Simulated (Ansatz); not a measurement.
```yaml
crystal:
  periodic: [false, false, false]
  atoms:
    - {symbol: Si, position_ang: [-0.426605, 1.368894, -1.425931]}
    - {symbol: Al, position_ang: [0.112211, -0.141572, 0.552195]}
    - {symbol: C, position_ang: [0.889291, -1.648720, 1.633348]}
    - {symbol: O, position_ang: [1.386472, -1.316797, 0.469655]}
    - {symbol: H, position_ang: [-2.103666, 0.781038, -1.800893]}
    - {symbol: H, position_ang: [-0.985420, 2.766950, -0.208222]}
    - {symbol: H, position_ang: [0.196264, 1.688355, -2.603253]}
    - {symbol: H, position_ang: [0.400625, -2.590138, 1.583275]}
    - {symbol: H, position_ang: [0.871019, -1.387226, 2.673093]}
basis:
  gaussian: {orbitals: def2-TZVPD}
hamiltonian: {xc: {name: wPBEh}}
```

```sh
$ ansatz run in.yaml --threads 2 --pin off --events-out ev --progress --plain --max-ram 4352MiB
```

Output, abridged:

```
Functional definition: wPBEh
1203 factors; their error is unknown
170 factors; integrals over basis functions are off by at most 6.2e-7 eV
mean field evaluation 1: about -17616.3466 eV, gradient 7.1e1 eV
mean field evaluation 2: about -17469.5008 eV, gradient 2.2e2 eV
mean field evaluation 4: about -17627.6067 eV, gradient 2.6e1 eV
mean field evaluation 8: about -17628.8504 eV, gradient 1.1e-1 eV
mean field evaluation 16: about -17628.8650 eV, gradient 8.7e-5 eV
mean field -17628.86504288 eV, -647.8488410519 hartree, gradient 4.0e-5 eV, S^2 0.000000; 0 other end points of the search recorded, 0 dependent functions left out
reference -17628.86510149 eV, -647.8488432057 hartree; 23, 23 occupied and 185, 185 virtual orbitals, 1203 factors
Total energy: -17628.86510149 eV, -647.8488432057 hartree
```

It took 5.5 s on 2 threads of an Arm Neoverse V1 on a shared host, with 0.4 GiB of host memory at the peak.
